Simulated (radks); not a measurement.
The numbers below are computed, except where a source is named.
Er LI, 18 electrons, occupied as [Ar] (the NIST ground configuration). Code: a radial shooting solver on a logarithmic mesh with Libxc functionals. Model: Dirac Kohn-Sham, LDA (Slater exchange, Perdew-Wang correlation), spin-unpolarised, spherical densities, point nucleus.

Radial electron density D(r) = 4 pi r^2 rho(r):

```
   r/bohr * D(r) (the largest magnitude, 113, reaches the edge; | marks zero)
 0.001952 |      *
 0.002183 |        *
 0.002422 |         *
 0.002709 |           *
 0.003006 |             *
 0.003362 |               *
 0.003731 |                 *
 0.004173 |                   *
  0.00463 |                      *
 0.005179 |                         *
 0.005793 |                            *
 0.006428 |                               *
  0.00719 |                                  *
 0.007978 |                                     *
 0.008923 |                                       *
 0.009901 |                                         *
  0.01107 |                                           *
  0.01229 |                                            *
  0.01374 |                                             *
  0.01537 |                                             *
  0.01706 |                                            *
  0.01908 |                                           *
  0.02117 |                                         *
  0.02368 |                                        *
  0.02628 |                                        *
  0.02939 |                                        *
  0.03261 |                                         *
  0.03648 |                                           *
   0.0408 |                                              *
  0.04527 |                                                  *
  0.05063 |                                                     *
  0.05618 |                                                      *
  0.06284 |                                                     *
  0.06973 |                                                  *
  0.07799 |                                             *
  0.08654 |                                      *
   0.0968 |                               *
   0.1083 |                        *
   0.1201 |                     *
   0.1344 |                    *
   0.1491 |                     *
   0.1668 |                       *
   0.1851 |                        *
    0.207 |                       *
   0.2297 |                   *
   0.2569 |              *
   0.2873 |         *
   0.3188 |     *
   0.3566 |  *
   0.3957 |*
   0.4426 *
   0.4911 *
   0.5493 *
   0.6095 *
   0.6817 *
```

D(r) has 3 maxima, at r = 0.0141, 0.0580, 0.185 bohr, and minima at 0.0273, 0.132 bohr, inside which lie 2.02, 10.45 electrons.
